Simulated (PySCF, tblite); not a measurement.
Isomers of C3H11NOSi4, one GFN2-xTB conformer each. Single-point energies are computed at PBE0/pcSseg-1 (PySCF, gas phase, no added dispersion term), electronic only.

**Question.** Rank them by PBE0/pcSseg-1 energy, lowest first (kJ/mol).
A. `[CH:1]#[C:2][CH2:3][Si@@H:4]1[SiH2:5][Si@@H:6]([NH2:7])[Si@@H:8]1[OH:9]` with C2–C3–Si4–Si5 -65°, Si5–Si6–N7–H -60° and 164°, Si6–Si8–O9–H 77°
B. `[CH:1]#[C:2][CH2:3][Si@@H:4]1[SiH2:5][Si@@H:6]([NH2:7])[Si@H:8]1[OH:9]` with C2–C3–Si4–Si5 50°, Si5–Si6–N7–H -70° and 68°, Si6–Si8–O9–H 174°, C3–Si4–Si5–Si6 -105°, Si4–Si5–Si6–N7 -122°, Si5–Si6–Si8–O9 -102°, C3–Si4–Si8–Si6 104°
C. `[CH:1]#[C:2][Si@@H:3]1[O:4][SiH2:5][N:6]([CH3:7])[Si@@H:8]1[SiH3:9]` with C2–Si3–O4–Si5 -119°, Si3–O4–Si5–N6 -3°, O4–Si5–N6–C7 -179°, Si5–N6–Si8–Si9 115°

**Answer.** C (0.0), B (137.8), A (141.3).

As drawn, the highest has a four-membered ring, an O–H bond and an N–H bond, which the lowest lacks. Neighbours under 10 kJ/mol apart (C#CC[Si@@H]1[SiH2][Si@@H](N)[Si@H]1O and C#CC[Si@@H]1[SiH2][Si@@H](N)[Si@@H]1O) can change places with a better method, another conformer or zero-point energy. C#CC[Si@@H]1[SiH2][Si@@H](N)[Si@H]1O and C#CC[Si@@H]1[SiH2][Si@@H](N)[Si@@H]1O are stereoisomers, 3.5 kJ/mol apart in the conformers taken. GFN2-xTB itself gives, in the same order: 0.0, 360.8, 366.5. Both levels put the same isomer lowest; measured from each level's own lowest isomer, the values differ by up to 225.2 kJ/mol (C#CC[Si@@H]1[SiH2][Si@@H](N)[Si@@H]1O: 366.5 against 141.3).

**Question.** Which frontier levels, dipoles and rotational constants go with these structures?

**Answer.** 
| SMILES | HOMO (eV, PBE0/pcSseg-1) | LUMO (eV) | dipole (D) | A, B, C (MHz) |
| --- | --- | --- | --- | --- |
| C#C[Si@@H]1O[SiH2]N(C)[Si@@H]1[SiH3] | -6.80 | -0.95 | 1.27 | 964.5, 795.9, 507.5 |
| C#CC[Si@@H]1[SiH2][Si@@H](N)[Si@H]1O | -6.50 | -1.55 | 1.57 | 1101, 652.5, 578.4 |
| C#CC[Si@@H]1[SiH2][Si@@H](N)[Si@@H]1O | -6.81 | -1.53 | 3.14 | 1319, 547.7, 431.1 |

**Question.** What happens when harmonic zero-point energies from GFN2-xTB frequencies are added?

**Answer.** 
```json
{"SMILES": "C#C[Si@@H]1O[SiH2]N(C)[Si@@H]1[SiH3]", "ZPE (kJ/mol)": "324.9", "electronic (kJ/mol)": "0.0", "with ZPE (kJ/mol)": "0.0"}
{"SMILES": "C#CC[Si@@H]1[SiH2][Si@@H](N)[Si@H]1O", "ZPE (kJ/mol)": "329.6", "electronic (kJ/mol)": "137.8", "with ZPE (kJ/mol)": "142.5"}
{"SMILES": "C#CC[Si@@H]1[SiH2][Si@@H](N)[Si@@H]1O", "ZPE (kJ/mol)": "329.1", "electronic (kJ/mol)": "141.3", "with ZPE (kJ/mol)": "145.5"}
```

The zero-point energies span 4.7 kJ/mol. The order is unchanged.
